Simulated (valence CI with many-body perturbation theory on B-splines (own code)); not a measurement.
## Tl LXXVI: key properties

Level of theory: valence CI with perturbative core correlation (CI+MBPT): four valence electrons over a frozen Dirac-Fock core [He], radial functions for each j: 11 s, 11 p, 9 d, 7 f, 5 g, 2 h, 1 i, with the one-electron correlation potential Σ1 (screened to all orders), the two-electron term Σ2, the three-electron term Σ3, Breit, model QED; selected single and double excitations, second order for the rest (own B-spline code, finite nucleus).

The last digits are not significant, and no measured levels were compared; by estimate large intervals hold to a few tenths of a per cent, small ones and those within an open d or f shell to about a per cent. Among the levels kept, up to 310 cm⁻¹ of a level comes from second order outside the variational space, and about a tenth of that is noise between levels of different J, which matters for small intervals.

Levels are named by their leading jj configuration (3d3/2^4 stands for four electrons in 3d with j = 3/2), which in mixed levels can hold well under half, so a name can repeat and another be missing.

Rates and lifetimes use the calculated energies. Strong lines usually hold to 10 to 20 %, long lifetimes can be off by a factor of two.

Q: What is the ground level?

A: (2s^2 2p1/2^2) J=0, composition 68 % 2s2 2p2 3P + 32 % 2s2 2p2 1S.

Q: Name the longest-lived excited levels whose lifetime is computed, and their main decay.

A: (2s^2 2p1/2 2p3/2) J=2 at 159.8 Ry lives 2.12 ns, mostly by E2 to (2s^2 2p1/2^2) J=0; (2s 2p1/2^2 2p3/2) J=2 at 184.4 Ry lives 23.5 ps, mostly by E1 to (2s^2 2p1/2 2p3/2) J=1; (2s^2 2p1/2 2p3/2) J=1 at 158.5 Ry lives 16.6 ps, mostly by M1 to (2s^2 2p1/2^2) J=0.

Q: What is the ionisation energy?

A: 22787 eV; NIST lists 22780 ± 100 eV (theoretical).

Q: How well does LS coupling describe the low levels?

A: Among the lowest 20 levels the leading LS term, summed over configurations, holds 67 % on average. For single configurations the figures are 67 % in LS and 100 % in jj coupling. Terms mix most in the J = 1 level at 191.7 Ry, where the leading one holds 31 %.

Q: Where does the other parity begin?

A: At (2s 2p1/2^2 2p3/2) J=2, 184.4 Ry.
